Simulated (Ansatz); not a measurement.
Sn(OMe)(SH) (CH4OSSn), SMILES [O](C)[Sn][SH] (connectivity only; charge and spin as stated), neutral, multiplicity 1.

Geometry optimised at B3LYP-D3(BJ)/def2-SVP. The def2 effective core potentials stand for the cores of Sn; spin–orbit coupling is left out. The values are those of a single conformer.

Two levels are set side by side: PBE/def2-SVPD (Ansatz, a first-principles code) and CAM-B3LYP/def2-SVPD (Ansatz). Energy differences of separate SCF runs at the same geometry; the states with an electron removed or added have multiplicity 2 and 2. Differences are taken from unrounded values.

| quantity | CAM-B3LYP |
|---|---|
| vertical ionisation energy (eV) | 9.48 |
| vertical electron affinity (eV) | 0.74 |
| vertical singlet–triplet gap (eV) | 3.11 |

### Question
What does PBE give, and how far is it from CAM-B3LYP? (The exact figures need the calculation; the answer reports its results.)

### Answer

| quantity | PBE | PBE minus CAM-B3LYP |
|---|---|---|
| vertical ionisation energy (eV) | 9.03 | -0.45 |
| vertical electron affinity (eV) | 0.55 | -0.19 |
| vertical singlet–triplet gap (eV) | 3.06 | -0.05 |
